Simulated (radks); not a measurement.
Results of a calculation; reference values are marked as such.
Q: The mean radii <r> (bohr) of the occupied orbitals of an atom or ion are listed with their occupations. Level of theory: scalar-relativistic Kohn-Sham, PBE, spin-unpolarised, spherical densities, point nucleus (a radial shooting solver on a logarithmic mesh with Libxc functionals).

| orbital | occ. | <r> |
|---|---|---|
| 1s | 2 | 0.02409 |
| 2s | 2 | 0.1029 |
| 2p | 6 | 0.09034 |
| 3s | 2 | 0.2682 |
| 3p | 6 | 0.2652 |
| 3d | 10 | 0.2407 |
| 4s | 2 | 0.5493 |

Name the element and its charge.

A: Z = 59, praseodymium, charge +29: Pr29+ in [Ar] 3d10 4s2. The 1s radius gives Z: for a bare nucleus <r> = (2 gamma + 1)/(2Z) with gamma = sqrt(1 - (Z/c)^2), 0.02377 bohr for Z = 59, and screening makes it slightly larger (0.02409 here). The occupations add up to 30, and the charge is Z minus that.
